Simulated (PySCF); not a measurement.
CH₄Cl₂SSi.

```xyz
9

C     -1.6475    -1.3411     0.1576
Si    -0.2007    -0.1690     0.0232
S      1.5997    -1.0769    -0.7142
Cl    -0.6261     1.3266    -1.3488
Cl     0.1109     0.6920     1.8932
H     -1.4227    -2.1488     0.8828
H     -2.5466    -0.7952     0.5066
H     -1.8579    -1.7949    -0.8309
H      1.6858    -1.9346     0.3436
```

Coordinates come from a PBE-D3(BJ)/def2-SVP optimisation. Other conformers were not sampled.

These are HF/pcSseg-1 in PySCF values and carry that method's errors. Non-relativistic, no solvent.

Computed absolute GIAO shielding of each atom: isotropic value and principal components (ppm):
```tsv
atom	σ(iso)	σ11	σ22	σ33	span
C1	178.1	169.2	173.3	191.8	22.6
Si2	350.6	317.4	349.5	384.9	67.6
S3	677.0	555.6	648.0	827.4	271.8
Cl4	913.9	820.8	892.2	1028.8	208.0
Cl5	878.7	786.4	836.6	1013.1	226.7
H6	30.8	26.7	28.4	37.4	10.7
H7	30.5	26.1	28.1	37.3	11.2
H8	30.7	26.3	28.1	37.6	11.2
H9	30.4	22.7	27.3	41.1	18.4
```
